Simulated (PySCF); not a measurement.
W(OH)3 (H3O3W), SMILES [OH][W]([OH])[OH] (connectivity only; charge and spin as stated), neutral, multiplicity 4.

The structure is a stationary point at B3LYP-D3(BJ)/def2-SVP. The multiplicity is an assumed one; other spin states were not compared. The def2 effective core potentials stand for the cores of W; spin–orbit coupling is left out. One conformer was computed; it need not be the lowest.

Computed with PBE/def2-TZVPD run with PySCF.

Gas-phase values at a fixed geometry.

Computed frontier levels, dipole moment and polarisability:
| Item | Value |
|---|---|
| α spin, highest occupied and lowest empty level | -4.15 and -1.16 eV |
| β spin, highest occupied and lowest empty level | -7.53 and -3.07 eV |
| dipole moment | 1.05 D |
| quadrupole, principal values (traceless, Buckingham form, about the centre of nuclear charge) | -10.26, -0.89, 11.15 D·Å |
| mean static polarisability | 62.8 bohr³ (9.30 Å³) |
| polarisability, principal values | 56.1, 65.8, 66.4 bohr³ |
| ⟨S²⟩ | 3.758 (pure state 3.75) |
